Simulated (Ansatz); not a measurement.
Total energies of C₁₀H₂₂O (`CCCCCCCCCCO`).

```xyz
33

C    -0.125    1.382   -3.048
C    -0.708   -0.017   -3.168
C    -0.909   -0.716   -1.829
C    -1.976   -0.078   -0.951
C    -2.221   -0.815    0.361
C    -1.012   -0.905    1.285
C    -0.479    0.447    1.734
C     0.677    0.361    2.725
C     1.922   -0.349    2.203
C     2.534    0.314    0.984
O     3.692   -0.350    0.521
H     0.833    1.361   -2.520
H     0.050    1.823   -4.032
H    -0.789    2.055   -2.502
H    -0.044   -0.628   -3.788
H    -1.666    0.027   -3.700
H     0.050   -0.738   -1.299
H    -1.180   -1.764   -2.004
H    -1.714    0.964   -0.741
H    -2.917   -0.040   -1.513
H    -3.041   -0.322    0.897
H    -2.570   -1.830    0.137
H    -0.218   -1.474    0.791
H    -1.287   -1.488    2.172
H    -0.171    1.034    0.862
H    -1.295    1.014    2.197
H     0.334   -0.153    3.629
H     0.952    1.375    3.038
H     2.674   -0.371    3.002
H     1.702   -1.393    1.961
H     1.836    0.297    0.144
H     2.747    1.372    1.203
H     4.320   -0.396    1.247
```

Total charge 0; spin multiplicity 1. The structure was optimised at the PBE0-D4/def2-TZVP level. It is one conformer, not always the lowest. Basis def2-TZVPP, Ansatz.

RPA on PBE orbitals: Hartree–Fock energy of these orbitals -466.42324 Eh, correlation -3.32279 Eh (frozen core).

```
functional  energy without D4 (Eh)  D4 term (kJ/mol)
      BLYP              -469.44608            -161.9
    r2SCAN              -469.42792             -22.7
      PBE0              -469.14806             -64.6
     B3LYP              -469.73502            -117.0
   r2SCANh              -469.41282             -23.6
     BHLYP              -469.42175             -81.3
 CAM-B3LYP              -469.45823             -64.8
   ωB97M-V              -469.46630                 –
    B2PLYP              -469.28092                 –
  PBE-QIDH              -469.09404                 –
```

Problem. Give the same for LDA (SPW92), PBE, revPBE, B97M-V, r2SCAN0, HSE06 (plane-wave form), LC-ωPBE, ωB97X-V. (Best estimate.)

Solution. The calculation gave: 
```json
{"functional": "LDA (SPW92)", "energy without D4 (Eh)": "-465.43184", "D4 term (kJ/mol)": "–"}
{"functional": "PBE", "energy without D4 (Eh)": "-469.06617", "D4 term (kJ/mol)": "-75.4"}
{"functional": "revPBE", "energy without D4 (Eh)": "-469.55245", "D4 term (kJ/mol)": "-243.3"}
{"functional": "B97M-V", "energy without D4 (Eh)": "-469.71239", "D4 term (kJ/mol)": "–"}
{"functional": "r2SCAN0", "energy without D4 (Eh)": "-469.39234", "D4 term (kJ/mol)": "-25.6"}
{"functional": "HSE06 (plane-wave form)", "energy without D4 (Eh)": "-469.11914", "D4 term (kJ/mol)": "-59.8"}
{"functional": "LC-ωPBE", "energy without D4 (Eh)": "-469.44220", "D4 term (kJ/mol)": "–"}
{"functional": "ωB97X-V", "energy without D4 (Eh)": "-469.59395", "D4 term (kJ/mol)": "–"}
```

B3LYP takes the VWN-RPA correlation (the form of Gaussian; ORCA's B3LYP/G). HSE06 is the plane-wave form, built on full-range PBE exchange. The double hybrids freeze the cores in their second-order part.

LC-ωPBE has ω = 0.4 bohr⁻¹.
